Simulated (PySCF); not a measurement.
Al(H)2(vinyl) (C₂H₅Al), SMILES C=[CH][AlH2]. Geometry optimised at PBE0-D3(BJ)/def2-TZVP.

Problem. Give the equilibrium geometry at PBE0-D3(BJ)/def2-TZVP (PySCF confirms it by a frequency run) as bond lengths and angles, and its point group. (Estimate from the structure and the level; the computed values follow.)

Solution. point group Cs.
Atoms: Al1 H2 H3 C4 C5 H6 H7 H8. Bond lengths (Å): Al1–H2 1.589, Al1–H3 1.588, Al1–C4 1.938, C4–C5 1.337, C4–H6 1.090, C5–H7 1.089, C5–H8 1.088. Angles (°): H2–Al1–H3 121.1, H2–Al1–C4 116.8, H3–Al1–C4 122.1, Al1–C4–C5 119.5, Al1–C4–H6 123.7, C5–C4–H6 116.7, C4–C5–H7 123.0, C4–C5–H8 121.7, H7–C5–H8 115.3.
Charge 0, spin multiplicity 1.
